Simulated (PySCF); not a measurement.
Excitation energy of Pb by level of theory

Pb [Xe] 4f14 5d10 6s2 6p2 (3P) → Pb [Xe] 4f14 5d10 6s2 6p1 6d1 (high-spin determinant), as a difference of total energies. Computed with PySCF 2.14 in aug-cc-pVTZ-PP with one added diffuse shell each of d, f type with ECP60MDF (6s5p5d3f, 67 functions), with a scalar-relativistic core potential. Correlated levels: valence: 5s2 5p6 5d10 frozen. The calculations carry no spin-orbit coupling.

| method | excitation energy (eV) |
| --- | --- |
| UHF | 4.963 |
| LDA | 5.050 |
| PBE | 4.824 |
| PBE0 | 4.976 |
| r2SCAN | 5.141 |
| wB97X | 5.106 |
| revPBE | 4.749 |
| LC-wPBE | 5.339 |
| MP2 (valence) | 5.123 |
| SCS-MP2 (valence) | 5.088 |

Problem. How much does correlation contribute at MP2 (valence)?

Solution. 5.123 − (4.963) = 0.160 eV, measured against UHF.

Spin-orbit coupling is strong in these open shells (close to jj coupling). The scalar numbers leave it out and a first-order estimate fails, so it can dominate the gap to the real levels.

The promoted electron is Rydberg-like, and one or two diffuse shells describe it only roughly, which tends to raise the upper state.

The determinant of the upper state mixes LS terms, which raises its energy above the lowest term, most at the Hartree-Fock and MP2 levels.
